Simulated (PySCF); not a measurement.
Energy of Pt⁺ (platinum, charge +1) between two integer charges

The 5d beta orbital of [Xe] 4f14 5d9 is emptied in steps (occupation f), with all orbitals relaxed, ending at [Xe] 4f14 5d8. Calculation: PySCF 2.14, in aug-cc-pVDZ-PP with ECP60MDF (5s5p4d2f, 54 functions); a scalar-relativistic core potential. The exact energy is a straight line in f; departures are measured from the line between the end points of the same method.

| f | PBE0 (eV) | r2SCAN (eV) |
| --- | --- | --- |
| 1 | 0.000 | 0.000 |
| 0.8 | -0.554 | -0.692 |
| 0.6 | -0.850 | -1.091 |
| 0.4 | -0.862 | -1.127 |
| 0.2 | -0.581 | -0.765 |
| 0 | 0.000 | 0.000 |

Question: For PBE0, how does the orbital energy at f = 1 compare with the removal energy?

Answer: −ε = 15.503 eV against a total-energy difference of 18.838 eV. By Janak's theorem ε = ∂E/∂f, so the gap between them reflects the curvature. Along the path −ε is 16.681 (f = 0.8), 18.056 (f = 0.6), 19.505 (f = 0.4), 20.988 (f = 0.2) eV.

```csv
method,E(f=0) − E(f=1) (eV),−ε at f=1 (eV),−ε at f=0.4 (eV)
PBE0,18.838,15.503,19.505
r2SCAN,18.773,14.554,19.584
```

Reference removal energy between the ground levels: 18.56 ± 0.12 eV (measured; NIST Atomic Spectra Database, ionization energies). The calculation has no spin-orbit coupling. The determinant left behind need not be the lowest term of the ion.
